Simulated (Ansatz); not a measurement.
`[SiH3][O][In]([Cl])[Cl]` + `[F][Ge][N]([SiH3])[SiH3]` → `[SiH3][N]([SiH3])[In]([Cl])[Cl]` + `[F][Ge][O][SiH3]`  (redistribution)

Gas-phase electronic energies from Ansatz, PBE0-D4/def2-TZVP geometries. CCSD(T)/CBS adds triple-zeta CCSD(T) − MP2 to the extrapolated MP2 energy (def2 sets, frozen cores). DFT in def2-TZVPP. B3LYP here is the variant with VWN-RPA as its local correlation; programs differ in this. HSE06 is defined as in plane-wave codes. Elements past krypton have def2 core potentials. For Ge, In outer-core shells are correlated without core-valence functions, which leaves a few kJ/mol of doubt a bond. Scalar relativity is left out up to krypton. Each species was taken in one conformer, which may not be the lowest.

`[SiH3][O][In]([Cl])[Cl]`:

Z-matrix (Å, degrees):
```
Si
O 1 1.638
H 1 1.486 2 109.4
H 1 1.490 2 111.2 3 -120.2
H 1 1.487 2 109.6 3 119.6
In 2 1.950 1 136.8 3 123.6
Cl 6 2.288 2 118.1 1 -179.9
Cl 6 2.296 2 119.8 1 0.1
```

`[F][Ge][N]([SiH3])[SiH3]`:

Cartesian coordinates in Å:
```
F -1.134 -2.579 -0.717
Ge -1.767 -0.963 -1.075
N -0.386 -0.081 -0.233
Si -0.375 1.658 -0.201
Si 0.917 -0.971 0.535
H -1.594 2.116 -0.925
H -0.412 2.174 1.192
H 0.829 2.206 -0.877
H 0.417 -1.819 1.644
H 1.840 0.054 1.099
H 1.666 -1.795 -0.443
```

`[SiH3][N]([SiH3])[In]([Cl])[Cl]`:

Z-matrix (Å, degrees):
```
Si
In 1 3.259
N 1 1.738 2 32.2
H 1 1.487 2 113.5 3 94.0
H 1 1.488 2 131.8 3 -53.7
H 1 1.485 2 78.8 3 -160.2
Cl 2 2.301 1 94.1 3 -173.5
Cl 2 2.302 1 147.5 3 12.2
Si 2 3.257 1 54.8 3 0.1
H 9 1.488 2 133.5 1 -47.6
H 9 1.485 2 80.1 1 -155.5
H 9 1.487 2 110.9 1 98.1
```

`[F][Ge][O][SiH3]`:

Z-matrix (Å, degrees):
```
Si
O 1 1.653
H 1 1.484 2 107.6
H 1 1.485 2 110.5 3 119.3
H 1 1.485 2 110.5 3 -119.3
Ge 2 1.767 1 137.3 3 179.9
F 6 1.764 2 97.7 1 0.0
```

```
             level  ΔE (kJ/mol)  difference from CCSD(T)/CBS
       LDA (SPW92)        -15.8                          1.9
         revPBE-D4        -13.5                          4.2
           BLYP-D4        -16.2                          1.5
         r2SCAN-D4        -14.2                          3.5
            B97M-V        -14.1                          3.6
           PBE0-D4        -16.1                          1.6
          B3LYP-D4        -17.3                          0.4
        r2SCANh-D4        -14.7                          3.0
        r2SCAN0-D4        -15.3                          2.4
          HSE06-D4        -16.0                          1.7
          BHLYP-D4        -18.1                         -0.4
           ωB97X-V        -18.2                         -0.5
            B2PLYP        -16.4                          1.3
          PBE-QIDH        -16.3                          1.4
               PBE        -13.8                          3.9
            revPBE        -13.2                          4.5
              BLYP        -14.3                          3.4
            r2SCAN        -13.6                          4.1
              PBE0        -14.6                          3.1
             B3LYP        -15.3                          2.4
           r2SCANh        -14.0                          3.7
           r2SCAN0        -14.6                          3.1
             HSE06        -14.6                          3.1
             BHLYP        -15.7                          2.0
         CAM-B3LYP        -16.5                          1.2
           LC-ωPBE        -15.7                          2.0
RPA@PBE/def2-TZVPP        -17.4                          0.3
       HF/def2-SVP        -14.0                          3.7
      MP2/def2-SVP        -12.9                          4.8
     CCSD/def2-SVP        -13.9                          3.8
  CCSD(T)/def2-SVP        -13.6                          4.1
     HF/def2-TZVPP        -15.4                          2.3
    MP2/def2-TZVPP        -19.7                         -2.0
SCS-MP2/def2-TZVPP        -18.7                         -1.0
   CCSD/def2-TZVPP        -17.6                          0.1
CCSD(T)/def2-TZVPP        -17.4                          0.3
     HF/def2-QZVPP        -15.7                          2.0
SCS-MP2/def2-QZVPP        -18.9                         -1.2
     MP2/CBS(def2)        -20.0                         -2.3
    CCSD/CBS(def2)        -17.9                         -0.2
       CCSD(T)/CBS        -17.7                            0
```

Largest T1 diagnostic among the species: 0.015.

At CCSD(T), def2-SVP lies +4.1 kJ/mol from the extrapolated value and def2-TZVPP +0.3 kJ/mol. Leaving LDA and LC-ωPBE aside and taking each functional with its dispersion term where it has one, the values, not all of them listed here, spread over 4.7 kJ/mol, from CAM-B3LYP-D4 to revPBE-D4.
